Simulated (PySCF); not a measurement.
Vertical excitations of a molecule C2H5ClSi2 from TDDFT-PBE/def2-SVPD (PySCF 2.14.0), as energy in eV (oscillator strength): 4.82 (0.000), 5.48 (0.053), 5.52 (0.000), 5.55 (0.000), 5.90 (0.001), 6.01 (0.054), 6.15 (0.001), 6.20 (0.033), 6.37 (0.008), 6.37 (0.002). Lowest triplet (TDA): 3.91 eV. Geometry: r2SCAN-D4/def2-SVP. Other conformers were not sampled.

**Question.** Which structure fits?
A) C#C[SiH2][SiH2]Cl
B) C#C[Si@@H]([SiH3])Cl
C) Cl[Si@H]1C=C[SiH2]1
D) ClC1=C[SiH2][SiH2]1

**Answer.** D, ClC1=C[SiH2][SiH2]1
